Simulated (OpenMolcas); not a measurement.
W4+ (d2) in a complex was computed by CASSCF with the d shell active (OpenMolcas, ANO-RCC-VTZP on the metal). Its lowest spin-free states, and all those of the highest spin:

```tsv
2S+1	Degeneracy	E (cm-1)
3	1	0.0
3	2	737.5
1	1	10057
1	1	10122
1	2	10889
1	1	11106
1	1	23881
3	1	31420
3	2	32782
3	2	40464
1	1	41907
3	1	43296
3	1	66042
```

**Question.** Is the site octahedral, tetrahedral or cube-like, axial, or of lower symmetry?

**Answer.** The states with 2S+1 = 3 have orbital degeneracies 1, 2, 1, 2, 2, 1, 1. There are pairs but no triples, so the site is axial: not cubic, but with a proper or improper axis of order three or more. The run had W4+ with 6 ligands (fluoride) in tetragonal octahedral coordination (D4h) at 1.97 Å, the axial distance 2.009 Å. A charge of +0.333 e stands 2.8 Å behind each ligand. Ligand basis ANO-RCC-VDZP.

Spin-orbit coupling mixes the spin-free states strongly: the lowest level takes only 69 % from its leading state, 3A2. Without dynamic correlation the repulsion within the d shell is too large (B by tens of per cent), so at a given field states of lower spin stand too high. The least metal-like active orbital is 77 % on the metal (Löwdin) and no ligand orbital is active, so the numbers are rough. With metal d orbitals alone the field can be off either way by tens of per cent. Ligand-to-metal charge-transfer states are missing. With no ligand orbital active B as a rule stays too high, so bands that hang on it stand too high and its fall with covalency is understated. No measured value stands beside these numbers; the geometry was imposed, not optimised, and the real ion may take another.
